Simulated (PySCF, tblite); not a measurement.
Isomers of C5H8N2OSi, one GFN2-xTB conformer each. Single-point energies are computed at PBE0/pcSseg-1 (PySCF, gas phase, no added dispersion term), electronic only.

**Question.** Rank them by PBE0/pcSseg-1 energy, lowest first (kJ/mol).
A. `[CH2:1]=[N:2][SiH2:3][O:4]/[C:5]([C:6]#[N:7])=[CH:8]/[CH3:9]` with C1–N2–Si3–O4 -127°, N2–Si3–O4–C5 55°, Si3–O4–C5–C6 4°
B. `[CH2:1]=[CH:2][C@@H:3]([N:4]=[CH2:5])[O:6][SiH2:7][C:8]#[N:9]` with C1–C2–C3–N4 115°, C2–C3–N4–C5 -106°, C2–C3–O6–Si7 -102°, C3–O6–Si7–C8 -64°
C. `[N:1]#[C:2][Si@@H:3]([CH:4]=[O:5])/[CH:6]=[CH:7]\[CH2:8][NH2:9]` with C2–Si3–C4–O5 150°, C2–Si3–C6–C7 -84°, C6–C7–C8–N9 26°, C7–C8–N9–H 78° and -161°
D. `[CH3:1]/[C:2]([C:3]#[N:4])=[N:5]/[SiH2:6][CH2:7][CH:8]=[O:9]` with C2–N5–Si6–C7 123°, N5–Si6–C7–C8 171°, Si6–C7–C8–O9 -90°
E. `[N:1]#[C:2][C@H:3]1[CH2:4][Si@H:5]([C:6]([NH2:7])=[O:8])[CH2:9]1` with C4–Si5–C6–N7 136°, Si5–C6–N7–H 180° and 0°, C2–C3–C4–Si5 106°, C3–C4–Si5–C6 122°, C4–Si5–C9–C3 -9°, C2–C3–C9–Si5 -105°
F. `[CH2:1]=[CH:2][N:3]([SiH2:4][C:5]#[N:6])[C:7]([CH3:8])=[O:9]` with C1–C2–N3–Si4 30°, C2–N3–Si4–C5 -112°, C2–N3–C7–C8 2°
G. `[NH2:1][c:2]1[cH:3][cH:4][cH:5][n:6][c:7]1[O:8][SiH3:9]` with N6–C7–O8–Si9 1°

**Answer.** G (0.0), F (96.7), E (134.1), A (171.3), D (184.0), B (206.3), C (222.1).

As drawn, the lowest has an aromatic ring and an Si–O bond, which the highest lacks; the highest has a C=O bond, a C≡N group and an Si–C bond, which the lowest lacks. GFN2-xTB itself gives, in the same order: 0.0, 245.4, 367.1, 223.7, 324.7, 323.3, 531.1. Both levels put the same isomer lowest; measured from each level's own lowest isomer, the values differ by up to 309.0 kJ/mol (N#C[Si@@H](C=O)/C=C\CN: 531.1 against 222.1).

**Question.** Which frontier levels, dipoles and rotational constants go with these structures?

**Answer.** 
```csv
SMILES,"HOMO (eV, PBE0/pcSseg-1)",LUMO (eV),dipole (D),"A, B, C (MHz)"
Nc1cccnc1O[SiH3],-5.97,-0.43,2.27,"2514, 1110, 777.3"
C=CN([SiH2]C#N)C(C)=O,-7.39,-0.87,5.84,"1747, 1187, 862.1"
N#C[C@H]1C[Si@H](C(N)=O)C1,-7.37,-1.03,4.46,"4131, 681.3, 656.4"
C=N[SiH2]O/C(C#N)=C/C,-7.08,-1.29,1.03,"2459, 900.0, 724.8"
C/C(C#N)=N/[SiH2]CC=O,-7.44,-2.43,3.26,"3272, 584.2, 529.7"
C=C[C@@H](N=C)O[SiH2]C#N,-7.96,-1.40,3.91,"2507, 935.3, 726.9"
N#C[Si@@H](C=O)/C=C\CN,-6.87,-1.29,3.59,"1690, 1216, 1006"
```

**Question.** What happens when harmonic zero-point energies from GFN2-xTB frequencies are added?

**Answer.** 
| SMILES | ZPE (kJ/mol) | electronic (kJ/mol) | with ZPE (kJ/mol) |
| --- | --- | --- | --- |
| Nc1cccnc1O[SiH3] | 316.0 | 0.0 | 0.0 |
| C=CN([SiH2]C#N)C(C)=O | 314.5 | 96.7 | 95.3 |
| N#C[C@H]1C[Si@H](C(N)=O)C1 | 322.9 | 134.1 | 141.0 |
| C=N[SiH2]O/C(C#N)=C/C | 310.2 | 171.3 | 165.6 |
| C/C(C#N)=N/[SiH2]CC=O | 310.1 | 184.0 | 178.1 |
| C=C[C@@H](N=C)O[SiH2]C#N | 310.3 | 206.3 | 200.6 |
| N#C[Si@@H](C=O)/C=C\CN | 318.1 | 222.1 | 224.3 |

The zero-point energies span 12.8 kJ/mol. The order is unchanged.
